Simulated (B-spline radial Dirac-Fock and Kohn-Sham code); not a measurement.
**Tm⁺ in Watson spheres of different radius**

These are calculated numbers from an atomic code on a B-spline grid; the model is ΔSCF Dirac-Fock with Breit, self-energy and vacuum polarisation, finite nucleus, configuration average. The ion, [Xe] 4f13 6s1, sits in a hollow sphere of charge Q = -1, a simple model of the Madelung potential. Inside the sphere an electron's potential energy is raised by the constant 14.40·|Q|/R eV, so binding energies fall by about that much as long as the orbitals stay inside.

```tsv
radius (Å)	14.40 |Q|/R (eV)	1s (eV)	2s (eV)	2p1/2 (eV)	2p3/2 (eV)	3s (eV)	3p1/2 (eV)	3p3/2 (eV)	3d3/2 (eV)	3d5/2 (eV)	4s (eV)	4p1/2 (eV)	4p3/2 (eV)	4d3/2 (eV)	4d5/2 (eV)	4f (eV)	5p1/2 (eV)	5p3/2 (eV)	6s (eV)
1.8	8.00	59386.3	10121.6	9616.8	8647.8	2311.8	2091.4	1883.8	1512.8	1468.4	474.6	385.4	338.9	191.8	183.4	5.37	34.88	29.18	4.56
2.7	5.33	59388.4	10123.6	9618.9	8649.8	2313.8	2093.5	1885.9	1514.8	1470.4	476.6	387.4	340.9	193.8	185.4	7.41	36.95	31.26	5.95
```

From the smallest to the largest radius 1s moves by +2.0 eV, while the constant potential alone would give +2.7 eV; the difference comes from charge outside the sphere and its screening.
